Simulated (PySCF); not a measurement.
Start geometry of `C#C[Si@H]([SiH3])C#N` from a GFN2-xTB structure with every atom displaced at random (by about 0.01 Å) (Å):
```
atom  x, y, z in Å
C1     2.646   -1.074    0.108
C2     1.645   -0.355    0.193
Si3    0.088    0.662    0.319
Si4   -1.789   -0.616    0.302
C5     0.195    1.727   -1.218
N6     0.204    2.381   -2.159
H7     3.496   -1.652    0.025
H8     0.323    1.621    1.428
H9    -1.910   -1.440   -0.879
H10   -3.018    0.227    0.382
H11   -1.842   -1.507    1.481
```

What comes out of this run: PBE0-D3(BJ)/def2-SVP geometry optimisation, gas phase in PySCF 2.14.0?

```
atom  x, y, z in Å
C1     2.5866   -1.1442    0.1350
C2     1.6500   -0.3697    0.1887
Si3    0.1778    0.7044    0.2889
Si4   -1.7720   -0.6030    0.3086
C5     0.1309    1.7737   -1.2335
N6     0.0631    2.4340   -2.1847
H7     3.4237   -1.8183    0.0854
H8     0.2787    1.6268    1.4539
H9    -1.8044   -1.4167   -0.9418
H10   -2.9697    0.2850    0.3805
H11   -1.7268   -1.4979    1.5034
```

The energy falls by 5.5 kcal/mol over 5 energy and gradient evaluations, the largest force component goes from 0.0638 to 4.5e-04 Eh/bohr, and the atoms move by 0.105 Å rms after alignment. The bond that changes most is Si3–Si4 (SiH silicon to SiH3 silicon), which lengthens by 0.077 Å. Bonds longer at the end by more than 0.005 Å: 5 of 10; shorter: 3. Among the angles that change most is Si4–Si3–H8, from 120.0° to 113.2°. Rotational constants go from 2129, 1908, 1115 to 2015, 1984, 1110 MHz. The orientation of the end geometry is arbitrary; only internal coordinates are fixed.

The run used 117 basis functions and 37 SCF cycles in all. Hardware: an Intel Xeon 6975P-C with one thread, shared host. Cost: 16 s, 0.51 GiB resident at most.

No PBE0-D3(BJ)/def2-SVP frequencies stand behind this structure, so it isn't proved a minimum.
